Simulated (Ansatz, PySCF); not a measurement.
H3NSeZn. Atoms are numbered in the order given.

```xyz
6

Zn    -0.0189     0.8539     0.0000
N      0.1197     2.6788     0.0000
H     -0.2457     3.1624    -0.8202
H     -0.2457     3.1624     0.8202
Se     0.0484    -1.4462     0.0000
H     -1.4275    -1.5221     0.0000
```
Charge 0, spin multiplicity 1.

Geometry optimised at B3LYP-D3(BJ)/def2-SVP. The structure was generated by enumeration; whether it is a known compound was not checked. The values are those of a single conformer.

Vertical ionisation energy (IE) and electron affinity (EA) in eV. Rows of orbital energies are one-electron estimates. Where ΔSCF, EOM or ADC give a negative EA the extra electron is unbound and the value depends on the basis.

| level | IE | EA |
|---|---|---|
| −ε(HOMO), −ε(LUMO), ωB97X/def2-TZVPD (PySCF) | 9.24 | -0.81 |
| −ε(HOMO), −ε(LUMO), PBE/def2-TZVPD (PySCF) | 5.87 | 1.71 |
| ΔSCF, CAM-B3LYP/def2-SVPD (Ansatz), final states of multiplicity 2 and 2 | 9.30 | -0.48 |
| ΔSCF, PBE/def2-SVPD (Ansatz), final states of multiplicity 2 and 2 | 8.68 | -0.34 |

Problem. What vertical singlet–triplet gap does ΔSCF give with CAM-B3LYP/def2-SVPD (Ansatz, a program for electronic structure) and with PBE/def2-SVPD (Ansatz)? (An estimate is asked for; the answer gives what the named calculation found.)

Solution. 4.76 and 4.07 eV (triplet above singlet where positive).
